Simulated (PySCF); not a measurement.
**Shifts of the heteroatoms**

Bonds (- single, = double, # triple, : aromatic): C1-C2, C2#C3, C3-Si4, Si4-C5, Si4-C6, C6-C7, C7-C8, C8=O9, C8-O10, C7-Si4. C1 carries H11, H12, H13; C5 carries H14, H15, H16; C6 carries H17, H18; C7 carries H19; O10 carries H20. Stereochemistry as in CC#C[Si@@]1(C)C[C@@H]1C(=O)O. H18 is cis to C8 on the ring; H17 is trans to C8 on the ring.

[PySCF: GFN2-xTB geometry; shielding tensors at PBE0/pcSseg-1 (GIAO); relativity neglected; single conformer; gas phase; averaged over atoms made equivalent by symmetry, fast rotation or ring inversion]

Problem. What are the ²⁹Si shifts?

Solution. 
```csv
atoms,environment,σ (ppm),δ (ppm)
Si4,"silicon bonded to 4 C, in a 3-membered ring",452.8,-92.2
```

Shieldings were converted by a linear fit to measured shifts: ²⁹Si (scatter 8.9 ppm rms, 25.8 ppm with the 6 outliers that the fit left out vs TMS, solution or neat liquid). Occasional misses reach two or three times the rms, and more in compound classes unlike the fitted ones.

On a 500 MHz spectrometer ²⁹Si resonates near 99.3 MHz, so 1 ppm is 99.3 Hz.

Problem. What are the ¹⁷O shifts?

Solution. 
```
atoms           environment  σ (ppm)  δ (ppm)
   O9       carbonyl oxygen    -54.8    316.6
  O10  acid hydroxyl oxygen    123.3    154.4
```

Shieldings were converted by a linear fit to measured shifts: ¹⁷O: δ = 266.70 − 0.911σ (rms 10.7 ppm, 155 shifts, 12.2 ppm with the 3 outliers that the fit left out vs liquid water, solution or neat liquid). Occasional misses reach two or three times the rms, and more in compound classes unlike the fitted ones.

On a 500 MHz spectrometer ¹⁷O resonates near 67.8 MHz, so 1 ppm is 67.8 Hz.

In solution the two oxygens of a carboxylic acid exchange roles by proton transfer and give one 17O line. Hydrogen bonding in solution shields acid and N–H amide carbonyl oxygens by tens of ppm.
